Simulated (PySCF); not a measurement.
BeCl2, charge -1, doublet, at a GFN2-xTB geometry (such geometries of metal compounds can be far from the true shape) (a state made from the parent by changing its charge; the spin is typed, not shown lowest); HF/def2-SVP (PySCF).

PySCF was given this input:
```python
from pyscf import gto, scf

mol = gto.Mole()
mol.atom = '''
    Be    0.63523935   -0.52375334    0.52873359
    Cl    1.12177449    0.35563755   -1.20848181
    Cl   -1.27124257   -0.23240147    1.08407390
'''
mol.basis = 'def2-svp'
mol.charge = -1
mol.spin = 1
mol.verbose = 4
mol.build()

mf = scf.UHF(mol)
mf.kernel()
```

The log (banner, timings and long lists left out):

```
PySCF version 2.14.0

[INPUT] verbose = 4
[INPUT] num. atoms = 3
[INPUT] num. electrons = 39
[INPUT] charge = -1
[INPUT] spin (= nelec alpha-beta = 2S) = 1
[INPUT] symmetry False subgroup None
[INPUT] Mole.unit = angstrom
[INPUT] Symbol           X                Y                Z      unit          X                Y                Z       unit  Magmom
[INPUT]  1 Be     0.635239350000  -0.523753340000   0.528733590000 AA    1.200428395047  -0.989750369426   0.999161677958 Bohr   0.0
[INPUT]  2 Cl     1.121774490000   0.355637550000  -1.208481810000 AA    2.119846559624   0.672057569111  -2.283699647419 Bohr   0.0
[INPUT]  3 Cl    -1.271242570000  -0.232401470000   1.084073900000 AA   -2.402300295188  -0.439175129246   2.048602769789 Bohr   0.0

nuclear repulsion = 81.2969964383975
number of shells = 21
number of NR pGTOs = 91
number of NR cGTOs = 45
basis = def2-svp
ecp = {}

******** <class 'pyscf.scf.uhf.UHF'> ********
method = UHF
initial guess = minao
damping factor = 0
level_shift factor = 0
DIIS = <class 'pyscf.scf.diis.CDIIS'>
diis_start_cycle = 1
diis_space = 8
diis_damp = 0
SCF conv_tol = 1e-09
SCF conv_tol_grad = None
SCF max_cycles = 50
direct_scf = True
direct_scf_tol = 1e-13
number electrons alpha = 20  beta = 19
Set gradient conv threshold to 3.16228e-05
init E= -933.392384699725

cycle= 1 E= -933.415318595496  delta_E= -0.0229  |g|= 0.231  |ddm|= 1.29
cycle= 2 E= -933.463677991732  delta_E= -0.0484  |g|= 0.0872  |ddm|= 0.521
cycle= 3 E= -933.470626959216  delta_E= -0.00695  |g|= 0.027  |ddm|= 0.172
cycle= 4 E= -933.472594571195  delta_E= -0.00197  |g|= 0.00769  |ddm|= 0.135
cycle= 5 E= -933.472735835153  delta_E= -0.000141  |g|= 0.00336  |ddm|= 0.0349
cycle= 6 E= -933.472759771884  delta_E= -2.39e-05  |g|= 0.00123  |ddm|= 0.0132
cycle= 7 E= -933.472763086865  delta_E= -3.31e-06  |g|= 0.000299  |ddm|= 0.00485
cycle= 8 E= -933.472763307958  delta_E= -2.21e-07  |g|= 5.86e-05  |ddm|= 0.00154
cycle= 9 E= -933.472763316292  delta_E= -8.33e-09  |g|= 1.39e-05  |ddm|= 0.000281
cycle= 10 E= -933.472763316676  delta_E= -3.84e-10  |g|= 3.51e-06  |ddm|= 5.19e-05
Extra cycle  E= -933.472763316695  delta_E= -1.99e-11  |g|= 1.78e-06  |ddm|= 9.68e-06
converged SCF energy = -933.472763316695  <S^2> = 0.75173519  2S+1 = 2.0017344
```
